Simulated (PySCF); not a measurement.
Screening by computed properties: pick the candidate that meets the target.

Each SMILES stands for a single optimised conformer of the isolated species, non-relativistic unless stated. Electronic properties by PySCF.

The conformers computed, where there is a choice (atom-mapped SMILES and torsion angles):
- `[CH3:1][O:2][CH2:3][CH2:4][CH:5]([CH3:6])[CH3:7]`: C1–O2–C3–C4 179°, O2–C3–C4–C5 -57°, C3–C4–C5–C6 -60°
- `[CH3:1][CH2:2][Se:3](=[O:4])(=[O:5])[C@@H:6]([F:7])[O:8][CH3:9]`: C1–C2–Se3–O4 -67°, C2–Se3–C6–F7 -66°, Se3–C6–O8–C9 164°
- `[NH2:1][B:2]([NH2:3])[F:4]`: H–N1–B2–N3 180°, H–N1–B2–N3 0°, H–N3–B2–N1 0°, H–N3–B2–N1 180°
- `[CH2:1]=[CH:2]/[CH:3]=[CH:4]/[NH:5][C:6]([CH3:7])=[O:8]`: C1–C2–C3–C4 180°, C3–C4–N5–C6 179°, C4–N5–C6–C7 180°

**Question.** Wanted: HOMO energy between -9 eV and -8 eV (CAM-B3LYP/def2-SVPD) and HOMO–LUMO gap below 9.8 eV (CAM-B3LYP/def2-SVPD), at PBE0-D3(BJ)/def2-SVP geometries. Which candidate meets both?
A. `NB(N)F`
B. `C=C/C=C/NC(C)=O`
C. `COCCC(C)C`
D. `CC[Se](=O)(=O)[C@@H](F)OC`

**Answer.** A. Computed values:
```
                  species  HOMO energy  HOMO–LUMO gap
CC[Se](=O)(=O)[C@@H](F)OC     -9.47 eV       10.06 eV
                COCCC(C)C     -8.87 eV       10.21 eV
                   NB(N)F     -8.70 eV        9.51 eV
          C=C/C=C/NC(C)=O     -7.28 eV        7.38 eV
```

**Question.** Wanted: static isotropic polarisability between 60 au and 96 au (CAM-B3LYP/def2-SVPD) and lowest triplet excitation (Tamm–Dancoff) below 6.5 eV (TDA CAM-B3LYP/def2-SVPD), at PBE0-D3(BJ)/def2-SVP geometries. Which candidate meets both?
A. `C=C/C=C/NC(C)=O`
B. `COCCC(C)C`
C. `CC[Se](=O)(=O)[C@@H](F)OC`
D. `NB(N)F`

**Answer.** C. Computed values:
```csv
species,static isotropic polarisability,lowest triplet excitation (Tamm–Dancoff)
NB(N)F,32.5 au,6.02 eV
COCCC(C)C,80.9 au,6.95 eV
CC[Se](=O)(=O)[C@@H](F)OC,90.8 au,5.84 eV
C=C/C=C/NC(C)=O,100.6 au,2.90 eV
```

**Question.** Wanted: lowest singlet excitation below 7 eV (TDDFT CAM-B3LYP/def2-SVPD) and smallest rotational constant above 1 GHz (PBE0-D3(BJ)/def2-SVP), at PBE0-D3(BJ)/def2-SVP geometries. Which candidate meets both?
A. `NB(N)F`
B. `COCCC(C)C`
C. `CC[Se](=O)(=O)[C@@H](F)OC`
D. `C=C/C=C/NC(C)=O`

**Answer.** A. Computed values:
```csv
species,lowest singlet excitation,smallest rotational constant
C=C/C=C/NC(C)=O,5.05 eV,0.688 GHz
NB(N)F,6.26 eV,4.653 GHz
CC[Se](=O)(=O)[C@@H](F)OC,6.60 eV,0.815 GHz
COCCC(C)C,7.14 eV,1.192 GHz
```
